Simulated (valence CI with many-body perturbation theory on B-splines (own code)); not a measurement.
From CI to CI+MBPT in Ca5+

Computed by relativistic CI+MBPT: five valence electrons over a frozen Dirac-Fock core [Ne], radial functions for each j: 9 s, 9 p, 8 d, 6 f, 3 g, 1 h, with the one-electron correlation potential Σ1 (screened to all orders), the two-electron term Σ2, the three-electron term Σ3, Breit, model QED; selected single and double excitations, second order for the rest, scaled by the run's own slope (own B-spline code, finite nucleus).

No measured levels were compared; by estimate levels hold to about 100 cm⁻¹ or 0.05 % of their energy and the worst to 300 or 400 cm⁻¹, as in measured light ions of charge 2 to 7. Among the levels kept, up to 910 cm⁻¹ of a level comes from second order outside the variational space, and about a tenth of that is noise between levels of different J, which matters for small intervals.

Each rung adds one term. CI alone is the Dirac-Coulomb CI over the frozen core; QED comes last and gives the full result, which names the levels. Energies are above 3s2.3p3 4S°_3/2 on the same rung, in cm⁻¹.

Names give the largest LS component (configuration and term), which can be under half, so a name can repeat, a term be missing and a line seem to break the LS rules; names also repeat where a configuration has a term twice. Letters in brackets count levels of one name in rising energy.

```tsv
Level	CI alone	+ Σ1	+ Σ2	+ Σ3	+ Breit	Full
3s2.3p3 2D°_3/2	27363	27425	27159	27031	27048	27047
3s2.3p3 2D°_5/2	27802	27875	27612	27485	27454	27456
3s2.3p3 2P°_1/2	45385	45485	45099	44891	44883	44882
3s2.3p3 2P°_3/2	45952	46066	45687	45482	45438	45438
3s.3p4 4P_5/2	155427	155428	155764	155844	155859	155720
3s.3p4 4P_3/2	157409	157435	157785	157863	157833	157698
3s.3p4 4P_1/2	158490	158527	158884	158960	158894	158763
3s.3p4 2D_3/2	193589	193690	193502	193485	193448	193329
3s.3p4 2D_5/2	193812	193919	193729	193714	193645	193527
3s2.3p2.3d 2P_3/2 [a]	223669	223840	223086	222961	222862	222795
3s2.3p2.3d 2P_1/2 [a]	225742	225937	225175	225046	224895	224831
3s.3p4 2S_1/2	235149	235359	234491	234257	234197	234078
3s2.3p2.3d 4F_3/2	246196	246415	245920	245557	245444	245441
3s2.3p2.3d 4F_5/2	246958	247191	246699	246337	246180	246179
3s2.3p2.3d 4F_7/2	248062	248314	247818	247455	247239	247242
3s2.3p2.3d 4F_9/2	249506	249782	249288	248925	248628	248636
3s2.3p2.3d 2F_5/2 [a]	254678	254925	254360	253973	253808	253807
3s2.3p2.3d 4D_7/2	255445	255711	255142	254755	254550	254551
3s2.3p2.3d 4D_1/2	255492	255753	255191	254802	254648	254650
3s2.3p2.3d 4D_3/2	255744	256012	255453	255065	254884	254885
3s2.3p2.3d 4D_5/2	256600	256883	256328	255940	255706	255709
3s2.3p2.3d 2F_7/2 [a]	258590	258900	258343	257956	257636	257645
3s2.3p2.3d 2G_7/2	283266	283617	282909	282329	282111	282115
3s2.3p2.3d 2G_9/2	283639	284010	283296	282714	282451	282458
3s2.3p2.3d 2P_3/2 [b]	298597	298927	295772	295264	295162	295085
3s2.3p2.3d 2P_1/2 [b]	301030	301394	298282	297773	297603	297536
3s2.3p2.3d 4P_5/2	301616	301980	299228	298570	298382	298366
3s2.3p2.3d 4P_3/2	302725	303094	300339	299684	299482	299469
3s2.3p2.3d 4P_1/2	303374	303747	300966	300314	300104	300092
3s2.3p2.3d 2D_3/2 [a]	305743	306133	305073	304346	304201	304193
3s2.3p2.3d 2D_5/2 [a]	308559	308990	307865	307143	306887	306886
```

Q: How does the ionisation energy move along the ladder, and which term matters most?

A: CI alone 107.51, + Σ1 107.89, + Σ2 107.75, + Σ3 107.65, + Breit 107.64, + QED 107.64 eV. The largest step is Σ1, 0.38 eV. NIST lists 108.78 ± 0.25 eV (semi-empirical), further off than its uncertainty and the later steps.
